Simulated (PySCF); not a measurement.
```xyz
8

Ti    -0.0290     0.1101    -0.0052
C     -0.5287     2.0599    -0.1105
H     -1.4514     2.1541    -0.7260
H      0.3133     2.6139    -0.5831
H     -0.7096     2.4331     0.9226
H     -0.0466    -0.3577     1.6432
H     -1.1767    -0.7860    -0.9086
H      1.5390    -0.0788    -0.6701
```

Charge 0, multiplicity 1.

Task: Give the Mulliken and meta-Löwdin atomic charges from PBE-D3(BJ)/def2-TZVP // PBE-D3(BJ)/def2-SVP in PySCF.

Result: 
```csv
atom,Mulliken (e),meta-Löwdin (e)
Ti1,0.65,0.97
C2,-0.63,-0.65
H3,0.15,0.14
H4,0.15,0.14
H5,0.15,0.14
H6,-0.16,-0.25
H7,-0.16,-0.25
H8,-0.16,-0.25
```
